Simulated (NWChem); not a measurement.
Species: CAuIO; SMILES [O+]#[C-]->[Au][I]

Computed with NWChem. Structure relaxed at the PBE0/def2-SVP level. def2 effective core potentials on I, Au; no spin-orbit coupling. Level M06-L/def2-SVP: energy and gradient on several grids; changes count from the extra-fine grid, which is no exact limit either.

```json
[
 {"grid": "xcoarse", "size of the energy change (μHa)": "10000", "largest change of a gradient component (μHa/bohr)": "20000"},
 {"grid": "coarse", "size of the energy change (μHa)": "300", "largest change of a gradient component (μHa/bohr)": "400"},
 {"grid": "medium", "size of the energy change (μHa)": "30", "largest change of a gradient component (μHa/bohr)": "300"},
 {"grid": "fine", "size of the energy change (μHa)": "< 10", "largest change of a gradient component (μHa/bohr)": "80"},
 {"grid": "xfine", "size of the energy change (μHa)": "< 10", "largest change of a gradient component (μHa/bohr)": "< 30"}
]
```
